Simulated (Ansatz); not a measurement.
One change: `[CH3][Al]([SiH3])[SiH3]` becomes `[SiH3][Al]([SiH3])[SiH3]`.

Ansatz, PBE0-D4/def2-TZVP geometries, multiplicity 1. 

```json
{"property": "HOMO energy (PBE0/def2-TZVPP) / eV", "`[CH3][Al]([SiH3])[SiH3]`": "-7.06"}
{"property": "LUMO energy (ωB97M-V/def2-TZVPP) / eV", "`[CH3][Al]([SiH3])[SiH3]`": "-0.42"}
{"property": "size of the dipole moment (B3LYP/def2-TZVPP) / D", "`[CH3][Al]([SiH3])[SiH3]`": "1.24"}
{"property": "size of the dipole moment (PBE/def2-TZVPP) / D", "`[CH3][Al]([SiH3])[SiH3]`": "1.25"}
{"property": "LUMO energy (PBE0/def2-TZVPP) / eV", "`[CH3][Al]([SiH3])[SiH3]`": "-2.07"}
{"property": "HOMO–LUMO gap (PBE0/def2-TZVPP) / eV", "`[CH3][Al]([SiH3])[SiH3]`": "4.99"}
```

Task: What does the change do to each property? (An estimate is asked.)

Result: Ansatz gave: 
```csv
property,`[SiH3][Al]([SiH3])[SiH3]`,shift
HOMO energy (PBE0/def2-TZVPP) / eV,-7.30,-0.24
LUMO energy (ωB97M-V/def2-TZVPP) / eV,-0.99,-0.57
size of the dipole moment (B3LYP/def2-TZVPP) / D,0.17,-1.07
size of the dipole moment (PBE/def2-TZVPP) / D,0.14,-1.11
LUMO energy (PBE0/def2-TZVPP) / eV,-2.64,-0.57
HOMO–LUMO gap (PBE0/def2-TZVPP) / eV,4.66,-0.33
```

With PBE0 the HOMO falls by 0.24 eV and the LUMO falls by 0.57 eV, so the gap narrows by about 0.33 eV. PBE moves the HOMO by -0.25 eV and ωB97M-V by -0.25 eV. Dipoles are sizes alone; their direction can turn.

B3LYP here is the variant with VWN-RPA as its local correlation; programs differ in this.
